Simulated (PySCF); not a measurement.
# Worked example: entropy of an ideal gas

GaCl, SMILES [Cl][Ga] (connectivity only; charge and spin as stated), neutral, multiplicity 1.

Geometry optimised at PBE-D3(BJ)/def2-TZVP.

PBE-D3(BJ)/def2-TZVP run with PySCF 2.14.0 gives the harmonic wavenumbers 352 cm⁻¹ and the rotational temperature 0.2066 K. The molar mass is 105.17 g/mol, the symmetry number 1, the spin multiplicity 1.

### Question
Work out the entropy at 298.15 K and 1 atm in the rigid-rotor, harmonic-oscillator model.

### Answer

Translation (Sackur–Tetrode at 1 atm): S = R[1.5 ln M + 2.5 ln T − 1.16487] = 166.8 J/(mol K).
Rotation: q = T/(σ θ) = 1440, S = R[ln q + 1] = 68.8 J/(mol K).
Vibration: with u = 1.4388 ν/T, each mode gives R[u/(e^u − 1) − ln(1 − e^−u)]:
```tsv
ν (cm⁻¹)	modes	u	S (J/(mol K))
352	1	1.70	4.84
```
These are all the modes. Sum 4.8 J/(mol K).
Spin: R ln 1 = 0.0 J/(mol K).
Total 240.4 J/(mol K); the program's own thermochemistry gives 240.5. Translation makes up 69 % and vibration 2 %. Anharmonicity, hindered rotation and orbital degeneracy are left out.
